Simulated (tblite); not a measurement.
C₅H₄Cl₂O.
Atom-mapped SMILES: `[CH:1]#[C:2][C:3]([Cl:4])([Cl:5])[CH2:6][CH:7]=[O:8]` (hydrogens: H9 on C1; H10, H11 on C6; H12 on C7)

Computed with GFN2-xTB (tblite), gas phase: Langevin dynamics at 300 K from the optimised GFN2-xTB geometry, time step 0.5 fs, friction 0.01 fs⁻¹, 2000 steps. The instantaneous temperature is 2·E(kin)/(3Nk) with all 3N coordinates.

| t (fs) | T (K) | E(pot) above start (eV) | C1≡C2 (Å) | C2–C3 (Å) | C3–Cl4 (Å) | C3–Cl5 (Å) | C3–C6 (Å) | C1–H9 (Å) | C2–C3–C6–C7 (°) |
| --- | --- | --- | --- | --- | --- | --- | --- | --- | --- |
| 0 | 262 | 0.000 | 1.198 | 1.439 | 1.802 | 1.806 | 1.523 | 1.049 | 57 |
| 50 | 281 | 0.382 | 1.227 | 1.447 | 1.741 | 1.860 | 1.534 | 1.048 | 69 |
| 100 | 281 | 0.372 | 1.179 | 1.440 | 1.735 | 1.842 | 1.543 | 1.032 | 69 |
| 150 | 282 | 0.301 | 1.232 | 1.430 | 1.804 | 1.789 | 1.566 | 1.044 | 75 |
| 200 | 333 | 0.218 | 1.193 | 1.424 | 1.821 | 1.822 | 1.529 | 1.018 | 59 |
| 250 | 327 | 0.326 | 1.205 | 1.444 | 1.808 | 1.837 | 1.510 | 1.044 | 57 |
| 300 | 313 | 0.490 | 1.198 | 1.449 | 1.815 | 1.826 | 1.483 | 1.037 | 49 |
| 350 | 424 | 0.537 | 1.207 | 1.431 | 1.728 | 1.831 | 1.578 | 1.051 | 41 |
| 400 | 263 | 0.406 | 1.197 | 1.422 | 1.798 | 1.838 | 1.481 | 1.035 | 43 |
| 450 | 239 | 0.325 | 1.207 | 1.444 | 1.838 | 1.841 | 1.483 | 1.040 | 52 |
| 500 | 285 | 0.427 | 1.205 | 1.423 | 1.837 | 1.736 | 1.536 | 1.029 | 76 |
| 550 | 224 | 0.391 | 1.188 | 1.392 | 1.836 | 1.872 | 1.498 | 1.027 | 86 |
| 600 | 292 | 0.432 | 1.213 | 1.441 | 1.756 | 1.815 | 1.458 | 1.026 | 72 |
| 650 | 186 | 0.385 | 1.199 | 1.450 | 1.743 | 1.864 | 1.561 | 1.027 | 65 |
| 700 | 213 | 0.375 | 1.204 | 1.420 | 1.842 | 1.784 | 1.476 | 1.049 | 57 |
| 750 | 344 | 0.264 | 1.212 | 1.445 | 1.821 | 1.789 | 1.571 | 1.051 | 60 |
| 800 | 254 | 0.317 | 1.193 | 1.475 | 1.890 | 1.850 | 1.503 | 1.050 | 53 |
| 850 | 358 | 0.314 | 1.201 | 1.412 | 1.810 | 1.803 | 1.550 | 1.080 | 53 |
| 900 | 296 | 0.462 | 1.206 | 1.419 | 1.803 | 1.762 | 1.554 | 1.073 | 41 |
| 950 | 326 | 0.466 | 1.201 | 1.494 | 1.774 | 1.757 | 1.509 | 1.037 | 53 |
| 1000 | 341 | 0.346 | 1.198 | 1.409 | 1.846 | 1.785 | 1.489 | 1.028 | 39 |

Problem. From 500 fs on, how do temperature and potential energy compare with equipartition?

Solution. The mean temperature of these 11 frames is 284 K against the target 300 K, and the mean potential energy 0.38 eV against 30 × kT/2 = 0.39 eV for 30 classical harmonic modes. For 12 atoms in a canonical ensemble the temperature itself scatters by T·√(2/(3N)) = 71 K; here its standard deviation is 55 K. The whole run lasts only 10 friction times of 100 fs, so these averages carry a wide statistical error.

Problem. What are the kinetic and total energies of the listed frame with the highest potential energy?

Solution. The one at 350 fs, 0.537 eV above the start. Its kinetic energy is 3NkT/2 = 0.658 eV at 424 K, so the sum is 1.19 eV; over the listed frames the sum runs from 0.41 to 1.19 eV, since the thermostat adds and removes energy.

Problem. How much do the listed bonds fluctuate from 500 fs on?

Solution. 
```json
{"bond": "C1≡C2", "at the start (Å)": "1.198", "mean (Å)": "1.202", "standard deviation (Å)": "0.007"}
{"bond": "C2–C3", "at the start (Å)": "1.439", "mean (Å)": "1.435", "standard deviation (Å)": "0.029"}
{"bond": "C3–Cl4", "at the start (Å)": "1.802", "mean (Å)": "1.814", "standard deviation (Å)": "0.041"}
{"bond": "C3–Cl5", "at the start (Å)": "1.806", "mean (Å)": "1.802", "standard deviation (Å)": "0.043"}
{"bond": "C3–C6", "at the start (Å)": "1.523", "mean (Å)": "1.519", "standard deviation (Å)": "0.036"}
{"bond": "C1–H9", "at the start (Å)": "1.049", "mean (Å)": "1.043", "standard deviation (Å)": "0.018"}
```

The motion is classical and holds no zero-point motion.

The cost below is that of the whole dynamics run. The run took 25 s on Intel Xeon Platinum 8488C, one thread, no GPU, shared host with 48 logical CPUs at a one-minute load of 35, and the process peaked at 0.18 GiB of memory.
